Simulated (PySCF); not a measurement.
C₄H₉O₂, SMILES CO[CH]C(C)O, multiplicity 2.

The structure is a stationary point at PBE0-D3(BJ)/def2-SVP. The isomer is the one that the SMILES or the coordinates give; other isomers of the formula were not compared. Other conformers were not sampled.

Level of theory: B3LYP/def2-TZVP in PySCF.

Gas-phase values at a fixed geometry.

Problem. Estimate the frontier levels, dipole moment and polarisability. (The exact figures need the calculation; the answer reports its results.)

Solution. 
```
Quantity                                                                                                         Value
---------------------------------------------------------------------------------------------  -----------------------
α spin, highest occupied and lowest empty level                                                      -4.80 and 0.77 eV
β spin, highest occupied and lowest empty level                                                     -7.47 and -1.19 eV
dipole moment                                                                                                   0.91 D
quadrupole, principal values (traceless, Buckingham form, about the centre of nuclear charge)  -7.66, -4.12, 11.79 D·Å
mean static polarisability                                                                        61.0 bohr³ (9.04 Å³)
polarisability, principal values                                                                52.1, 55.8, 75.2 bohr³
⟨S²⟩                                                                                           0.753 (pure state 0.75)
```
